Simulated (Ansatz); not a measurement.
`FBB(F)F`, 6 atoms. Total charge 0; spin multiplicity 1. All runs use 2 threads of an Arm Neoverse V1 on a shared host. Correlated methods freeze the cores.

(1) How many basis functions does each run have, and how long does it take in Ansatz? direct RPA on PBE orbitals/def2-TZVPP energy; RKS ωB97M-V/def2-TZVPP energy and forces; RKS PBE0-D4/def2-SVP energy; RHF-CCSD(T)/def2-SVP energy; RKS PBE0-D4/def2-TZVP frequencies; RHF-CCSD(T)/def2-TZVPP energy; RKS ωB97M-V/def2-QZVPP energy; RKS SPW92 (LDA)/def2-TZVPP energy; RHF-MP2/def2-QZVPP energy; RKS PBE0-D4/def2-QZVPP energy; RKS ωB97M-V/def2-SVP energy; RKS BLYP-D4/def2-TZVPP energy. (Best estimate.)

Results:

(1) Computed: Other jobs shared the machine, so times are rough.

```
                                level                job  functions  wall time  peak host memory (GiB)
                 RKS PBE0-D4/def2-SVP             energy         75     0.75 s                    0.33
           RKS SPW92 (LDA)/def2-TZVPP             energy        169      0.9 s                    0.15
               RKS BLYP-D4/def2-TZVPP             energy        169      1.6 s                    0.15
                 RHF-CCSD(T)/def2-SVP             energy         75      2.4 s                    0.33
                 RKS ωB97M-V/def2-SVP             energy         75      3.3 s                    0.33
direct RPA on PBE orbitals/def2-TZVPP             energy        169      3.4 s                    0.33
               RKS PBE0-D4/def2-QZVPP             energy        315      4.9 s                    0.76
               RKS ωB97M-V/def2-TZVPP  energy and forces        169      7.5 s                    0.38
                   RHF-MP2/def2-QZVPP             energy        315       11 s                     1.1
               RKS ωB97M-V/def2-QZVPP             energy        315       12 s                    0.93
               RHF-CCSD(T)/def2-TZVPP             energy        169       50 s                     1.6
                RKS PBE0-D4/def2-TZVP        frequencies        161       63 s                    0.33
```
